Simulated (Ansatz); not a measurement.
The cluster K₂F₂⁺, 4 atoms. Hardware: 2 threads of Arm Neoverse V1 on a shared host.

The 6-31G sets use Cartesian d functions. Correlated methods freeze 12 core orbitals; core or outer-core shells of K are correlated, in sets that lack core-valence functions.

Task: How many basis functions does each of these Ansatz runs have, and roughly what does it cost? B3LYP-D4/def2-TZVP, charge 1 doublet, energy, from earlier orbitals; MP2/def2-QZVPP, charge 1 quartet, energy, from earlier orbitals; PBE0-D4/def2-TZVP, charge 0 singlet at the geometry of the charge 1 doublet, energy; PBE-QIDH/def2-TZVP, charge 1 doublet, energy, from earlier orbitals; LC-ωPBE/def2-TZVP, charge 0 singlet at the geometry of the charge 1 doublet, energy, from earlier orbitals; RPA@PBE/def2-TZVP, charge 1 quartet, energy, from earlier orbitals; PBE0-D4/def2-TZVP, charge 1 doublet, energy, from earlier orbitals; HF/6-31G, charge 1 doublet, energy, from earlier orbitals; HSE06-D4/def2-TZVP, charge 1 doublet, energy, from earlier orbitals; HF/def2-TZVP, charge 1 quartet, energy, from earlier orbitals; LDA (SPW92)/def2-TZVP, charge 1 quartet, energy, from earlier orbitals; r2SCANh-D4/def2-TZVP, charge 0 singlet at the geometry of the charge 1 doublet, energy, from earlier orbitals.

Result: Other jobs shared the machine, so times can vary by a factor of up to 3. A dash marks memory too small to be measured apart from the calling script's.

```tsv
run	functions	fitting or Cholesky vectors	wall time	peak host memory (GiB)
HF/6-31G, charge 1 doublet, energy, from earlier orbitals	76	744	1.1 s	–
LC-ωPBE/def2-TZVP, charge 0 singlet at the geometry of the charge 1 doublet, energy, from earlier orbitals	128	962	2.2 s	–
PBE0-D4/def2-TZVP, charge 0 singlet at the geometry of the charge 1 doublet, energy	128	1020	2.3 s	–
LDA (SPW92)/def2-TZVP, charge 1 quartet, energy, from earlier orbitals	128	962	3.6 s	–
r2SCANh-D4/def2-TZVP, charge 0 singlet at the geometry of the charge 1 doublet, energy, from earlier orbitals	128	962	4.5 s	–
HF/def2-TZVP, charge 1 quartet, energy, from earlier orbitals	128	1176	4.6 s	–
HSE06-D4/def2-TZVP, charge 1 doublet, energy, from earlier orbitals	128	1020	5 s	–
PBE-QIDH/def2-TZVP, charge 1 doublet, energy, from earlier orbitals	128	1058	6 s	–
PBE0-D4/def2-TZVP, charge 1 doublet, energy, from earlier orbitals	128	1020	6.5 s	–
B3LYP-D4/def2-TZVP, charge 1 doublet, energy, from earlier orbitals	128	962	6.5 s	–
RPA@PBE/def2-TZVP, charge 1 quartet, energy, from earlier orbitals	128	1060	9.5 s	–
MP2/def2-QZVPP, charge 1 quartet, energy, from earlier orbitals	254	1593	14 s	0.68
```
